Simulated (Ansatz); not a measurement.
Program: Ansatz. Geometries: PBE0-D4/def2-TZVP. ΔE: electronic, gas phase. CCSD(T)/CBS is the MP2 limit (def2-TZVPP, def2-QZVPP) plus CCSD(T) − MP2 in def2-TZVPP, frozen cores. This one scheme is used for every species. Functionals use def2-TZVPP. def2 core potentials past Kr. For Re outer-core shells are correlated without core-valence functions, which leaves a few kJ/mol of doubt a bond. Each species was taken in one conformer, which may not be the lowest.

`[O]=[Re](=[O])(=[O])[O][Re](=[O])(=[O])=[O]` + H₂O → `[O]=[Re](=[O])(=[O])[OH]` + `[O]=[Re](=[O])(=[O])[OH]`  (formal hydrolysis of a Re–O bond)

```json
{"level": "BHLYP", "ΔE (eV)": "0.00"}
{"level": "LC-ωPBE", "ΔE (eV)": "-0.04"}
```

Problem. What does CCSD(T)/CBS give? (Best estimate.)

Solution. The calculation gave: +0.15 eV. The listed levels differ from it by -0.15, -0.19 eV.

Largest T1 diagnostic among the species: 0.025, so the coupled-cluster value is less sure than usual.

From BLYP to BHLYP (50 % exact exchange), in def2-TZVPP and without D4, ΔE moves by +0.03 eV. At CCSD(T), def2-SVP lies +0.14 eV from the extrapolated value and def2-TZVPP +0.04 eV.
